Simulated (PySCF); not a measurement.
# Correlation energy of B (boron, neutral)

[He] 2s2 3s1, 2S determinant (an excited configuration). Calculation: PySCF 2.14, in dyall-acv3z; the spin-free X2C one-electron Hamiltonian (Gaussian nucleus). Frozen: nothing; 5 electrons correlated; the 5 highest virtual orbitals of each spin left out.

```json
{"level": "CCSD", "correlation energy (mhartree)": "-114.52"}
{"level": "(T)", "correlation energy (mhartree)": "-1.40"}
{"level": "CCSD(T)", "correlation energy (mhartree)": "-115.92"}
```

Diagnostics: T1 = 0.016, D1 = 0.0473, largest double amplitude 0.136.

The outer electron is Rydberg-like, and this basis confines it to a smaller radius and binds it less than a complete one would.

Cost of the coupled-cluster step: about 11 core-seconds, for 5 correlated electrons.
